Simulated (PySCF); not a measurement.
Labels have come off several samples. The candidates:

A. `CN1C=CN(C)[PH]1=O`
B. SMILES N#C[C@@H]1CCC[C@@H]2[C@@H](C#N)[C@]12F
C. SMILES Cc1ccc2oncc2c1
D. `InChI=1S/C5H9NSi2/c6-1-5-4(2-7)3-8-5/h2-3,8H2,7H3`
E. 4,4,4-trifluorobutan-2-one (SMILES CC(=O)CC(F)(F)F)

Spectrum 1. $^{1}$H NMR (400 MHz, computed): δ 8.80 (m, 1H), 5.69 (m, 2H), 2.94 (m, 6H). $^{13}$C{$^{1}$H} NMR (computed): δ 118.9 (CH), 30.0 (CH3).

Spectrum 2. $^{1}$H NMR (400 MHz, computed): δ 8.63 (m, 1H), 7.88 (d, 1H), 7.82 (s, 1H), 7.70 (d, 1H), 2.68 (s, 3H). $^{13}$C{$^{1}$H} NMR (computed): δ 169.3 (C), 149.1 (CH), 138.3 (C), 134.7 (CH), 129.6 (C), 125.9 (CH), 114.7 (CH), 24.2 (CH3).

Spectrum 3. $^{1}$H NMR (400 MHz, computed): δ 4.94 (m, 2H), 4.03 (t, 3H), 2.44 (q, 2H), 1.97 (m, 2H). $^{13}$C{$^{1}$H} NMR (computed): δ 190.6 (C), 120.5 (C), 110.8 (C), 24.7 (CH2), 22.5 (CH2).

Spectrum 4. $^{1}$H NMR (400 MHz, computed): δ 3.07 (m, 2H), 2.43 (s, 3H). $^{13}$C{$^{1}$H} NMR (computed): δ 202.3 (C), 134.1 (C), 53.8 (CH2), 31.4 (CH3).

Spectrum 5. $^{1}$H NMR (400 MHz, computed): δ 3.54 (m, 1H), 2.09 (m, 1H), 1.99 (m, 1H), 1.86 (m, 1H), 1.80 (m, 1H), 1.54 (m, 1H), 1.50 (m, 1H), 1.49 (m, 1H), 1.13 (m, 1H). $^{13}$C{$^{1}$H} NMR (computed): δ 124.6 (C), 120.9 (C), 83.7 (C), 32.8 (CH), 32.0 (CH), 30.1 (CH2), 25.2 (CH2), 18.5 (CH2), 14.5 (CH).

PySCF 2.14 calculation with geometry: GFN2-xTB and shieldings: GIAO PBE0/pcSseg-1; equivalent nuclei averaged, no solvent model, single conformer, non-relativistic.

Referencing at the same level of theory: $^{1}$H (σ = 31.72 ppm) and $^{13}$C (σ = 186.93 ppm) against TMS. Splittings of carbon signals by F and P are missing where no couplings were computed. Where no couplings were computed, multiplicities follow the n + 1 count of equivalent neighbours, and m marks all less simple cases (inequivalent or close neighbours, rings, F or P nearby). Shifts are as computed. Against solution values, carbons near 30 ppm lie about +3 ppm off and those near 130 ppm about +5 ppm. Of 1211 compounds with measured shifts, 218 miss one by over three times the rms of a fit or turn the order of signals round; such compounds aren't used in these exercises.

Match each spectrum to its structure.

Answers

1–A, 2–C, 3–D, 4–E, 5–B.

- Spectrum 1 (A): 2 $^{13}$C signals; δC 118.9 is an alkene carbon bearing nitrogen; δC 30.0 is a methyl carbon bonded to N.
- Spectrum 2 (C): 8 $^{13}$C signals; δC 149.1 is an aromatic CH next to a ring nitrogen; δC 134.7 is an aromatic CH.
- Spectrum 3 (D): 5 $^{13}$C signals; δC 120.5 is a nitrile carbon; δC 110.8 is a fully substituted alkene carbon.
- Spectrum 4 (E): 4 $^{13}$C signals; δC 202.3 is a ketone carbonyl carbon; δC 134.1 is a CF3 carbon.
- Spectrum 5 (B): 9 $^{13}$C signals; δC 124.6 is a nitrile carbon; δC 120.9 is a nitrile carbon.
